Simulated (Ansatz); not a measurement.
Ansatz (a quantum-chemistry and plane-wave program) input (B3LYP/cc-pVDZ):

Ansatz 0.2 input:
```yaml
crystal:
  periodic: [false, false, false]
  atoms:
    - {symbol: Si, position_ang: [2.24447700, -0.20178400, 0.48718400]}
    - {symbol: Si, position_ang: [-0.01344100, 0.00248600, -0.00009900]}
    - {symbol: Cl, position_ang: [-0.52484900, -0.83749200, -1.80852300]}
    - {symbol: Cl, position_ang: [-1.12153700, -0.92371800, 1.46046100]}
    - {symbol: Cl, position_ang: [-0.52869400, 1.98993100, -0.05989300]}
    - {symbol: H, position_ang: [2.65498900, -1.62134400, 0.61046900]}
    - {symbol: H, position_ang: [3.08685700, 0.52326600, -0.49440600]}
basis:
  gaussian:
    orbitals: cc-pVDZ
hamiltonian:
  xc: {name: B3LYP}
magnetization: {spin_polarized: true, initial_magnetization: 1}
output: {forces: true}
```

Output:

```
Functional definition: B3LYP
integrals: 0.06 GiB planned
1036 factors; integrals over basis functions are off by at most 1.1e-3 eV
mean field: 0.95 GiB planned
mean field evaluation 1: about -53359.8036 eV, gradient 1.2e1 eV
mean field evaluation 2: about -53359.8399 eV, gradient 1.3e1 eV
mean field evaluation 4: about -53360.7078 eV, gradient 4.3e-1 eV
mean field evaluation 8: about -53360.8399 eV, gradient 5.3e-2 eV
mean field evaluation 16: about -53360.8399 eV, gradient 4.0e-5 eV
mean field -53360.83991347 eV, -1960.9746975437 hartree, gradient 4.1e-5 eV, S^2 0.752395; 0 other end points of the search recorded, 0 dependent functions left out
the calculation of the forces begins
reference -53360.84019170 eV, -1960.9747077685 hartree; 41, 40 occupied and 59, 60 virtual orbitals, 1036 factors
Total energy: -53360.84019170 eV, -1960.9747077685 hartree
Atom 0 at     2.244477    -0.201784     0.487184 Å, force     0.015387     0.085053     0.171007 eV/Å
Atom 1 at    -0.013441     0.002486    -0.000099 Å, force     0.484119    -0.053172     0.086743 eV/Å
Atom 2 at    -0.524849    -0.837492    -1.808523 Å, force    -0.175052    -0.262014    -0.570652 eV/Å
Atom 3 at    -1.121537    -0.923718     1.460461 Å, force    -0.372748    -0.292363     0.462986 eV/Å
Atom 4 at    -0.528694     1.989931    -0.059893 Å, force    -0.184190     0.635904    -0.021213 eV/Å
Atom 5 at     2.654989    -1.621344     0.610469 Å, force     0.078632    -0.242560     0.031712 eV/Å
Atom 6 at     3.086857     0.523266    -0.494406 Å, force     0.153852     0.129152    -0.160584 eV/Å
Dipole moment:     0.354241    -0.033056     0.074790 e Å
```

The geometry given is a B3LYP-D3(BJ)/def2-TZVP minimum.
